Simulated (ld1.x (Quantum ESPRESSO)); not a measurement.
# What one change does to a pseudopotential (Br, TM semilocal)

- Element: Br
- Generator: ld1.x (Quantum ESPRESSO) 7.5
- Type: norm-conserving Troullier–Martins (semilocal form)
- Functional: LDA (PZ)
- Relativity: scalar-relativistic
- Frozen core: [Ar]
- Valence charge: 17
- Reference configuration: 3d10 4s2 4p4 (charge +1)
- Partial waves: 4s (bound): rc 1.50 bohr; 3d (bound): rc 0.90 bohr; 4p (bound): rc 1.60 bohr
- Local potential: the p channel
- Core correction: a·sin(br)/r model core inside 0.75 bohr

Change: wave 4p (bound): rc 1.60 bohr becomes 4p (bound): rc 1.20 bohr.

Cutoffs: the cutoffs (Ry, on a coarse ladder) from which the occupation-weighted sum of valence levels, in a spherical-Bessel basis at the reference potential, stays within 10 and 1 mRy of its value at 400 Ry; they do not see the model core or the augmentation charge, which bear on the density cutoff. Errors are all-electron minus pseudo energies relative to the spin-unpolarised reference configuration.

Problem. What does the change do?

Solution. Of the 9 tests that both files solve, the error grows in 4 and shrinks in 3 by more than 15 % and 0.3 meV (median size 6.7 → 6.1 meV); neither file shows a bound ghost. A semilocal file is local in each channel, so a ghost entry of none says nothing of the separable form that plane-wave codes build from it.

| quantity | base | changed |
| --- | --- | --- |
| bound ghosts | none | none |
| error for 3d10 4s2 4p5, meV [ΔE -12.71 eV] | +4.7 | +6.1 |
| error for 3d10 4s2 4p3, meV [ΔE 22.94 eV] | +0.3 | +2.9 |
| error for 3d10 4s2 4p2, meV [ΔE 57.16 eV] | +11 | +18 |
| error for 3d9 4s2 4p6, meV [ΔE 51.76 eV] | -924 | -537 |
| error for 3d9 4s2 4p5, meV [ΔE 66.03 eV] | -824 | -440 |
| error for 3d10 4s1 4p6, meV [ΔE -0.29 eV] | -0.2 | +1.8 |
| error for 3d10 4s2 4p4.5, meV [ΔE -7.56 eV] | +2.1 | +2.4 |
| error for 3d10 4s2 4p4 (spin-polarised), meV [ΔE -0.71 eV] | +9.7 | +2.1 |
| error for 3d10 4s2 4p5 (spin-polarised), meV [ΔE -12.86 eV] | +6.7 | +6.8 |
